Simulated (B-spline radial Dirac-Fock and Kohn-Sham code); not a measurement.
Calculated with a radial B-spline solver, using relaxed Dirac-Fock hole states (ΔSCF) with Breit and QED corrections and a finite nucleus. Free neutral atoms up to Cf, the lines Kα1, Kβ1, Lα1, Lβ1, Lβ2, Lγ1, Lℓ and Mα1 where both subshells are closed (so no Lα of most 3d metals and no Mα of most lanthanides); Na, Y were not searched.

Question: Cu Lα1 is computed at 931.4 eV. Which of the searched lines of other elements lie within 46 eV and could overlap it in an energy-dispersive spectrum?

Answer: Ga Lℓ at 954.0 eV (+23).
